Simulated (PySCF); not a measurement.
The vertical singlet excitations below were computed for one of the candidates. Theory: TDDFT wB97X-D/def2-SVPD, vertical, gas phase, core orbitals frozen in the response in PySCF. Geometries: GFN2-xTB, one conformer each.

```csv
state,ν̃ (cm⁻¹),f,"main configurations (H = HOMO, L = LUMO)"
S1,41660,0.0034,"H→L (67%), H→L+1 (20%)"
S2,49260,0.029,H→L+2 (89%)
S3,51860,0.062,"H→L+1 (52%), H→L (14%), H-3→L (13%)"
S4,54650,0.0070,"H→L+3 (50%), H→L+4 (19%)"
S5,56050,0.0021,"H-2→L (28%), H-3→L+1 (12%), H→L+5 (10%)"
S6,56700,0.162,"H-1→L (24%), H-3→L (24%), H-2→L+1 (17%)"
S7,58220,0.032,"H→L+5 (48%), H→L+4 (17%), H→L+3 (9%)"
S8,59130,0.041,"H→L+4 (23%), H→L+7 (21%), H→L+3 (13%)"
```

Problem. Which structure fits? All have the formula C3H9ClSSi2.
A. `Cl[Si@H]1CCS[SiH2]C1`
B. `C=C[SiH2]CS[SiH2]Cl`
C. `C/C=C\[SiH2]S[SiH2]Cl`
D. `C[C@@H]1C[Si@H](Cl)S[SiH2]1`
E. `S1[SiH2][C@H](C)C[Si@H]1Cl`

Solution. B. Its S1, at 5.17 eV, is the lowest among the candidates; the nearest of the others has S1 at 5.84 eV. S1 is HOMO→LUMO (67%), HOMO→LUMO+1 (20%). Löwdin shares by element: HOMO sulfur 62%, carbon 13% or more, silicon 13%; LUMO carbon 32% or more, sulfur 19%, silicon 11% or more (atoms not listed hold the other 39%). At the same level the other candidates give, for their lowest levels:
- `Cl[Si@H]1CCS[SiH2]C1`: 5.84 eV (f 0.005); 6.17 eV (f 0.011); 6.88 eV (f 0.010); 7.15 eV (f 0.006); 7.27 eV (f 0.030); T1 5.47 eV; HOMO -8.67, LUMO 1.73 eV
- `C[C@@H]1C[Si@H](Cl)S[SiH2]1`: 6.02 eV (f 0.012); 6.52 eV (f 0.001); 6.83 eV (f 0.016); 7.15 eV (f 0.025); 7.23 eV (f 0.009); T1 5.64 eV; HOMO -9.11, LUMO 1.35 eV
- `C[C@@H]1C[Si@@H](Cl)S[SiH2]1`: 6.09 eV (f 0.014); 6.54 eV (f 0.001); 6.90 eV (f 0.016); 7.18 eV (f 0.011); 7.44 eV (f 0.031); T1 5.69 eV; HOMO -9.16, LUMO 1.41 eV
- `C/C=C\[SiH2]S[SiH2]Cl`: 5.87 eV (f 0.040); 6.32 eV (f 0.038); 6.57 eV (f 0.269); 6.66 eV (f 0.011); 6.87 eV (f 0.014); T1 4.29 eV; HOMO -9.13, LUMO 0.91 eV

The values belong to the conformer `[CH2:1]=[CH:2][SiH2:3][CH2:4][S:5][SiH2:6][Cl:7]`: C1–C2–Si3–C4 122°, C2–Si3–C4–S5 177°, Si3–C4–S5–Si6 75°, C4–S5–Si6–Cl7 35°.
Triplets come from the Tamm–Dancoff approximation.

Without π bonds the low states are Rydberg-like; a valence basis with one diffuse set may place them up to an eV too high.
